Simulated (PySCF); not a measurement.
Li (SMILES [Li-]), charge -1, singlet; LC-WPBE/def2-SV(P) in PySCF.

PySCF was given this input:
```python
from pyscf import gto, scf, dft

mol = gto.Mole()
mol.atom = '''
    Li    0.000000    0.000000    0.000000
'''
mol.basis = 'def2-sv(p)'
mol.charge = -1
mol.spin = 0
mol.verbose = 3
mol.build()

mf = dft.RKS(mol)
mf.xc = 'lc_wpbe'
mf.kernel()
mf.analyze()
```

Output, abridged:

```
converged SCF energy = -7.48049835859896
**** MO energy ****
MO #1   energy= -1.92590160466895  occ= 2
MO #2   energy= -0.0247285663056303 occ= 2
MO #3   energy= 0.215438732369843  occ= 0
MO #4   energy= 0.238297779248083  occ= 0
MO #5   energy= 0.238297779248083  occ= 0
MO #6   energy= 0.238297779248083  occ= 0
MO #7   energy= 0.803644865402752  occ= 0
MO #8   energy= 0.803644865402753  occ= 0
MO #9   energy= 0.803644865402753  occ= 0
 ** Mulliken atomic charges  **
charge of    0Li =     -1.00000

WARN: System has nonzero charge -1; the dipole moment is origin-dependent.
Location of origin: [0. 0. 0.]

Dipole moment(X, Y, Z, Debye):  0.00000, -0.00000, -0.00000
```
